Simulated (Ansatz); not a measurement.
`[CH3][GeH2][GeH3]` → `[CH3][GeH2]`• + `[GeH3]`• at 600 K and 1 bar (homolysis of the Ge–Ge bond).

Gas-phase electronic energies from Ansatz, PBE0-D4/def2-TZVP geometries. CBS: MP2 limit from def2 TZ/QZ plus the TZ coupled-cluster correction, frozen cores. No spin–orbit coupling; open shells (•) take unrestricted orbitals. For Ge outer-core shells are correlated without core-valence functions, which leaves a few kJ/mol of doubt a bond. Scalar relativity is left out up to krypton.

```csv
species,CCSD(T)/CBS energy (Eh),H − E (kJ/mol),S (J/(mol·K))
`[CH3][GeH2][GeH3]`,-4195.09161,261.7,450.6
`[CH3][GeH2]`•,-2117.12106,170.0,337.7
`[GeH3]`•,-2077.84911,78.1,263.5
```

H − E and S are ideal-gas, rigid-rotor, harmonic terms from PBE0-D4/def2-TZVP, with the whole ground term of open shells counted as degenerate. 1 Eh = 2625.50 kJ/mol, R = 8.31446 J/(mol·K).

Problem. By hand: ΔE, ΔH, ΔS and ΔG.

Solution. ΔE = (-2117.12106) + (-2077.84911) − (-4195.09161) = 0.12144 Eh = 318.8 kJ/mol. Δ(H − E) = 170.0 + 78.1 − 261.7 = -13.6, so ΔH = 305.2 kJ/mol. ΔS = 337.7 + 263.5 − 450.6 = 150.6 J/(mol·K). ΔG = 305.2 − 600 × (150.6)/1000 = 214.8 kJ/mol.

Problem. By hand: the equilibrium constant, and the temperature at which ΔG would vanish if ΔH and ΔS stayed fixed.

Solution. log₁₀ K = −ΔG/(RT ln 10) = -18.7. ΔG = 0 at ΔH/ΔS = 2027 K.

The number of gas molecules changes by +1, which sets the sign of ΔS. A doubt of 5 kJ/mol in ΔE shifts log₁₀ K by 0.4 here. These are equilibria of isolated gas molecules and say nothing of rates. Largest T1 diagnostic: 0.012 (customary marks: 0.02 for closed shells, 0.045 for open ones).
